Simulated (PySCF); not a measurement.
**How methods differ on the excitation energy of Ga**

Ga [Ar] 3d10 4s2 4p1 (2P) → Ga [Ar] 3d10 4s2 5s1 (2S), as a difference of total energies. Calculation: PySCF 2.14, in aug-cc-pVDZ-PP with ECP10MDF; scalar relativity through the core potential. Correlated levels: valence: 3s2 3p6 3d10 frozen. The calculations carry no spin-orbit coupling.

```csv
method,excitation energy (eV)
UHF,2.895
MP2 (valence),2.908
SCS-MP2 (valence),2.905
CCSD (valence),2.949
CCSD(T) (valence),2.948
CCSDT (valence),2.947
FCI (valence),2.947
```

Problem. How much does correlation contribute at CCSD(T) (valence)?

Solution. 2.948 − (2.895) = 0.053 eV, measured against UHF.

Errors of the correlated levels include the incompleteness of this basis and the frozen core.

For comparison: 3.005 eV (measured; NIST levels, between the centres of gravity of the two terms).
